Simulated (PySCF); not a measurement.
Ge (germanium, neutral): UHF calculation

Configuration: [Ar] 3d10 4s2 4p2, high-spin 3P determinant. All numbers are calculated (PySCF 2.14, a scalar-relativistic core potential, in cc-pVTZ-PP with ECP10MDF).

```json
{
  "Total energy": "-293.352811 hartree",
  "One-electron energy": "-522.7280 hartree",
  "Hartree (Coulomb) energy": "253.0826 hartree",
  "Exchange energy": "-23.7074 hartree",
  "⟨S²⟩": "2.0106",
  "⟨L²⟩": "2.030",
  "Sum of ⟨r⟩": "22.48 bohr",
  "Sum of ⟨r²⟩": "40.65 bohr²",
  "Traceless quadrupole moment −½Σ⟨3z² − r²⟩ along its main axis": "3.87 e·bohr²",
  "Time after the integrals": "0.15 s of wall time on 1 thread of Neoverse-V1 (shared host)"
}
```

```
shell  electrons  mean orbital energy (eV)  spread (eV)  rms radius, mean of both spins (bohr)
 3s α          1                   -199.99            0                                  0.670
 3s β          1                   -199.82            0                                  0.670
 3p α          3                   -143.25        0.032                                  0.702
 3p β          3                   -143.04        0.405                                  0.702
 3d α          5                   -43.622        0.250                                  0.810
 3d β          5                   -43.494        0.414                                  0.810
 4s α          1                   -17.479            0                                   2.36
 4s β          1                   -13.402            0                                   2.36
 4p α          2                    -7.885            0                                   3.09
```

Energies and moments cover only the electrons outside the core potential.
